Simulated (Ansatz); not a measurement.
A calculation with Ansatz (development build ahead of 0.2.0).

```yaml
crystal:
  periodic: [false, false, false]
  atoms:
    - { symbol: Be, position_ang: [0.0, 0.0, 0.0] }
    - { symbol: H, position_ang: [0.0, 0.9733, 0.7468] }
    - { symbol: H, position_ang: [0.0, -0.9733, 0.7468] }
basis:
  gaussian: { orbitals: pcseg-2 }
magnetization:
  spin_polarized: true
  initial_magnetization: 2
hamiltonian:
  xc: pbe
```

The input is written out in the form of the current development build from the run's settings.

The run gave:

```
Converged                       : yes
Total energy                    : -15.69542 hartree
Spin squared of the determinant : 2.003
Stability test                  : minimum
```

Caution: other spin multiplicities may lie lower.
